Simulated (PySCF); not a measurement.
## LDA on V⁺ (vanadium, charge +1)

Configuration: [Ar] 3d3 4s1, high-spin 5F determinant (an excited configuration). Calculation: PySCF 2.14, in dyall-av2z (16s12p7d2f, 101 functions); the non-relativistic Hamiltonian (point nucleus).

```
Total energy                                     : -941.477 hartree
One-electron energy                              : -1287.807 hartree
Hartree (Coulomb) energy                         : 389.158 hartree
Exchange-correlation energy                      : -42.828 hartree
Kinetic energy                                   : 940.18750 hartree
⟨S²⟩                                             : 6.0001
⟨L²⟩                                             : 12.001
Sum of ⟨r⟩                                       : 17.55 bohr
Sum of ⟨r²⟩                                      : 27.87 bohr²
Density at the nucleus (Gaussians lack the cusp) : 8040 bohr⁻³
Spin density at the nucleus                      : 3.72 bohr⁻³
Langevin diamagnetic susceptibility              : -22.1 ×10⁻⁶ cm³/mol
```

```tsv
shell	electrons	mean orbital energy (eV)	rms radius, mean of both spins (bohr)
1s α	1	-5319.7	0.0778
1s β	1	-5319.6	0.0778
2s α	1	-601.34	0.339
2s β	1	-600.21	0.339
2p α	3	-509.26	0.306
2p β	3	-508.38	0.306
3s α	1	-77.395	1.03
3s β	1	-74.605	1.03
3p α	3	-52.456	1.11
3p β	3	-49.697	1.11
3d α	3	-14.142	1.56
4s α	1	-11.649	3.21
```
